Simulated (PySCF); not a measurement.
# [C5H8OS]+: g tensor and hyperfine couplings

C5H8OS (charge +1 and doublet state).
Structure used (GFN2-xTB), in Å, numbered top down from 1:
```
atom  x, y, z in Å
C1    -2.1952    0.3429   -0.0784
C2    -0.8145   -0.2683   -0.1761
S3     0.1716    0.3828   -1.5275
C4     1.7533    0.2434   -0.6511
C5     1.5119   -0.3121    0.7366
C6     0.0544   -0.1533    1.1073
O7    -0.4099   -0.0061    2.1838
H8    -2.1381    1.4182    0.0773
H9    -2.7734    0.1581   -0.9816
H10   -2.7281   -0.0979    0.7621
H11   -0.8981   -1.3548   -0.3270
H12    2.1767    1.2510   -0.6326
H13    2.4275   -0.3739   -1.2493
H14    1.7113   -1.3883    0.7853
H15    2.1461    0.1664    1.4852
```

The hyperfine couplings belong to this conformer and change with its torsions.

Identity: `C[C@H]1[S+]CCC1=O` [radical] (charge +1).

The calculation used UKS B3LYP, pcH-1 on C H O S, non-relativistic, mean-field spin-orbit, GIAO (PySCF). Geometry: GFN2-xTB, one conformer, isolated ion. A GFN2-xTB geometry isn't a minimum of the functional, and hyperfine couplings can be far from their values at a DFT geometry, by a factor of two or more for some ions and for spin on atoms past the first row. The SCF solution wasn't tested for stability.

```
g1, g2, g3                      : 2.00311, 2.01755, 2.02687
g_iso                           : 2.01584
Form of g                       : rhombic: the two nearest values differ by 39 % of g3 − g1
⟨S²⟩                            : 0.7535 (exact 0.7500)
α and β electrons               : 31, 30
HOMO–LUMO gap, α and β orbitals : 6.44, 1.85 eV
```

Isotropic coupling and dipolar principal values T1 to T3, in 10⁻⁴ cm⁻¹; ρ(0) is the spin density at the nucleus (1 × 10⁻⁴ cm⁻¹ = 2.998 MHz):

```tsv
atom	isotope	a_iso	of which spin–orbit	T1	T2	T3	Mulliken spin population	ρ(0) (bohr⁻³)
C1	13C	2.7	0.0	-0.5	-0.3	0.8	0.00	0.0072
C2	13C	0.1	0.1	-3.0	-2.8	5.9	0.01	0.0000
S3	33S	8.5	0.1	-23.6	-22.6	46.2	0.70	0.0728
C4	13C	-4.7	0.1	-1.4	-1.3	2.8	-0.03	-0.0129
C5	13C	3.0	0.0	-1.3	-0.8	2.2	0.03	0.0080
C6	13C	-4.4	0.0	-2.2	-0.2	2.4	-0.01	-0.0117
O7	17O	-3.1	0.0	-15.9	7.4	8.5	0.16	0.0156
H8	1H	1.1	0.0	-0.9	-0.4	1.3	0.00	0.0007
H9	1H	2.6	0.0	-0.8	-0.6	1.4	0.00	0.0017
H10	1H	1.3	0.0	-0.6	-0.3	0.9	0.00	0.0009
H11	1H	44.2	0.0	-2.1	-1.0	3.1	0.05	0.0297
H12	1H	26.3	0.0	-1.7	-0.3	2.0	0.03	0.0176
H13	1H	36.5	0.0	-1.7	-1.0	2.7	0.04	0.0245
H14	1H	2.3	0.0	-0.5	-0.5	1.0	0.00	0.0016
H15	1H	-1.4	0.0	-1.0	-0.2	1.2	0.00	-0.0010
```

The largest Mulliken spin populations are on S3 (+0.70) and O7 (+0.16).

Under fast tumbling the dipolar parts average out, and these isotropic splittings remain: 1 × 1H (H11, I = 1/2, 2 lines) with 4.70 mT, 1 × 1H (H13, I = 1/2, 2 lines) with 3.87 mT, 1 × 1H (H12, I = 1/2, 2 lines) with 2.79 mT, 1 × 1H (H14, I = 1/2, 2 lines) with 0.25 mT, 3 × 1H (H8/H9/H10, I = 1/2, 4 lines) with 0.18 mT and 1 × 1H (H15, I = 1/2, 2 lines) with 0.15 mT.

Means are taken over nuclei equivalent by connectivity, which assumes that they swap fast.

The 17O coupling of O7 (-9.4 MHz) shows only in satellite lines or after enrichment, since that isotope makes up about 0.038 % of natural oxygen.

The 33S coupling of S3 (25.4 MHz) shows only in satellite lines or after enrichment, since that isotope makes up about 0.76 % of natural sulfur.

β density exceeds α density at some nuclei, such as C4 (-0.0129) and C6 (-0.0117), spin density in bohr⁻³. In a single determinant that takes different orbitals for the two spins, that is spin polarisation.
